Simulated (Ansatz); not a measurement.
Gas-phase electronic energies from Ansatz, PBE0-D4/def2-TZVP geometries. CCSD(T)/CBS is the MP2 limit (def2-TZVPP, def2-QZVPP) plus CCSD(T) − MP2 in def2-TZVPP, frozen cores. This one scheme is used for every species. Functionals use def2-TZVPP. B3LYP here is the variant with VWN-RPA as its local correlation; programs differ in this. One conformer a species, not always the lowest.

Reaction (cleavage of the Si–Si bond): `O[Si](O)(F)[SiH2]Cl` + `N=CO` → `O/C=N/[SiH2]Cl` + `O[SiH](O)F`

```
  level  ΔE (kJ/mol)
ωB97X-V        -75.6
  B3LYP        -79.6
```

(1) What does CCSD(T)/CBS give? (An estimate is asked.)

Largest T1 diagnostic among the species: 0.014.

Results:

(1) Ansatz gave: -79.8 kJ/mol. The listed levels differ from it by 4.2, 0.2 kJ/mol.

In def2-TZVPP, CCSD(T) changes the Hartree–Fock value by +15.3 kJ/mol (the triples alone add +1.1 kJ/mol) and MP2 by +4.4 kJ/mol. From PBE to PBE0 (25 % exact exchange), in def2-TZVPP and without D4, ΔE moves by −6.4 kJ/mol.

CCSD(T)/CBS has its own doubt, a few kJ/mol and more with outer-core shells, so smaller differences from it don't rank the levels.
